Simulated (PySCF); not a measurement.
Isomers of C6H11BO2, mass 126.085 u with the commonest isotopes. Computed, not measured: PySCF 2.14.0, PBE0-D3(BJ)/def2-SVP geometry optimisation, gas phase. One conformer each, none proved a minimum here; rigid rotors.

Question: Order these by radius of gyration √(Σ m r²/M), largest first.
A. `[CH2:1]=[C:2]([CH3:3])[CH:4]1[CH2:5][O:6][BH:7][O:8][CH2:9]1` with C1–C2–C4–C5 8°, C2–C4–C5–O6 180°, C4–C5–O6–B7 31°, C5–O6–B7–O8 -1°, O6–B7–O8–C9 -2°
B. `[CH3:1][C:2]([CH3:3])([CH3:4])[C:5]#[C:6][B:7]([OH:8])[OH:9]` with C6–B7–O8–H 180°, C6–B7–O9–H 180°
C. `[CH2:1]=[CH:2][CH2:3][C@@H:4]1[CH2:5][CH2:6][O:7][BH:8][O:9]1` with C1–C2–C3–C4 -107°, C2–C3–C4–C5 -61°, C3–C4–C5–C6 -173°, C4–C5–C6–O7 52°, C5–C6–O7–B8 -26°, C6–O7–B8–O9 -1°

Answer: B (2.602 Å), C (2.286 Å), A (2.125 Å).

Question: Order these by rotational constant C, smallest first.
A. `[CH2:1]=[CH:2][CH2:3][C@@H:4]1[CH2:5][CH2:6][O:7][BH:8][O:9]1` with C1–C2–C3–C4 -107°, C2–C3–C4–C5 -61°, C3–C4–C5–C6 -173°, C4–C5–C6–O7 52°, C5–C6–O7–B8 -26°, C6–O7–B8–O9 -1°
B. `[CH2:1]=[C:2]([CH3:3])[CH:4]1[CH2:5][O:6][BH:7][O:8][CH2:9]1` with C1–C2–C4–C5 8°, C2–C4–C5–O6 180°, C4–C5–O6–B7 31°, C5–O6–B7–O8 -1°, O6–B7–O8–C9 -2°
C. `[CH3:1][CH:2]([CH3:3])[C:4]1=[O+:5][BH2-:6][O:7][CH:8]=[CH:9]1` with C1–C2–C4–O5 134°, C4–O5–B6–O7 -39°, O5–B6–O7–C8 39°, B6–O7–C8–C9 -15°, C2–C4–C9–C8 -160°
D. `[CH3:1][C:2]([CH3:3])([CH3:4])[C:5]#[C:6][B:7]([OH:8])[OH:9]` with C6–B7–O8–H 180°, C6–B7–O9–H 180°

Answer: D (633.4 MHz), A (790.9 MHz), B (924.7 MHz), C (1005 MHz).

Question: Order these by rotational constant B, largest first.
A. `[CH2:1]=[CH:2][CH2:3][C@@H:4]1[CH2:5][CH2:6][O:7][BH:8][O:9]1` with C1–C2–C3–C4 -107°, C2–C3–C4–C5 -61°, C3–C4–C5–C6 -173°, C4–C5–C6–O7 52°, C5–C6–O7–B8 -26°, C6–O7–B8–O9 -1°
B. `[CH2:1]=[C:2]([CH3:3])[CH:4]1[CH2:5][O:6][BH:7][O:8][CH2:9]1` with C1–C2–C4–C5 8°, C2–C4–C5–O6 180°, C4–C5–O6–B7 31°, C5–O6–B7–O8 -1°, O6–B7–O8–C9 -2°
C. `[CH3:1][C:2]([CH3:3])([CH3:4])[C:5]#[C:6][B:7]([OH:8])[OH:9]` with C6–B7–O8–H 180°, C6–B7–O9–H 180°
D. `[CH3:1][CH:2]([CH3:3])[C:4]1=[O+:5][BH2-:6][O:7][CH:8]=[CH:9]1` with C1–C2–C4–O5 134°, C4–O5–B6–O7 -39°, O5–B6–O7–C8 39°, B6–O7–C8–C9 -15°, C2–C4–C9–C8 -160°

Answer: B (1158 MHz), D (1079 MHz), A (910.0 MHz), C (675.0 MHz).

```csv
SMILES,point group,Ia (u·Å²),Ib (u·Å²),Ic (u·Å²),κ,μa (D),μb (D),μc (D)
C=CC[C@@H]1CCOBO1,C1,123.29,555.37,639.02,-0.93,1.88,2.25,0.12
CC(C)(C)C#CB(O)O,near Cs,160.29,748.67,797.84,-0.97,1.72,0.02,0.03
C=C(C)C1COBOC1,C1,155.98,436.39,546.54,-0.80,3.05,0.15,0.23
C=CCC1COBOC1,C1,130.30,556.81,640.55,-0.92,2.83,0.68,0.89
CC(C)C1=[O+][BH2-]OC=C1,C1,153.60,468.17,502.92,-0.93,3.94,3.22,0.75
```
